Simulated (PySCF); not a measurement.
# Polarisability and C₆ of Ga (gallium, neutral)

[Ar] 3d10 4s2 4p1, 2P determinant. Calculation: PySCF 2.14, in aug-cc-pVTZ-PP with one added diffuse shell each of s, d, f type with ECP10MDF (7s5p5d3f, 68 functions); a scalar-relativistic core potential. Coupled (time-dependent) response in atomic units; α is the mean over directions.

| method | mean α (bohr³) | α xx, yy, zz | C₆ (like pair) | S(−4) |
| --- | --- | --- | --- | --- |
| UHF | 57.65 | 45.59, 81.77, 45.59 | 502.8 | 2023 |
| PBE | 65.28 | 47.55, 100.7, 47.55 | 546.3 | 3720 |
| PBE0 | 60.11 | 45.41, 89.52, 45.41 | 506.4 | 2706 |
| BP86 | 64.51 | 46.91, 99.71, 46.91 | 539.8 | 3463 |
| CAM-B3LYP | 56.65 | 43.38, 83.20, 43.38 | 468.5 | 2332 |

S(−4) is the Cauchy moment in α(ω) = α(0) + S(−4) ω² + …

Reference α: 50 ± 3 bohr³ (recommended; Schwerdtfeger and Nagle, table of static dipole polarizabilities (2023 update)). Published C₆: 498.0 (Chu and Dalgarno (2004); Tang, Norbeck and Certain (1976)).

Spin-orbit coupling is absent.

α(iu) at CAM-B3LYP:

```tsv
u (hartree)	α(iu) (bohr³)
0	56.65
0.0500	51.66
0.100	42.27
0.200	27.20
0.300	18.30
0.500	9.661
0.750	5.371
1.00	3.457
1.50	1.820
2.00	1.136
3.00	0.5663
5.00	0.2231
```

A single London oscillator, α(iu) = α/(1 + u²/ω²), gives C₆ = (3/4) ω α². Matching the computed C₆ needs ω = 4 × 468.5 / (3 × 56.65²) = 0.195 hartree.

The components differ because the open shell of this determinant is not spherical; for a pure term their mean is the scalar polarisability.

Energies and moments cover only the electrons outside the core potential.
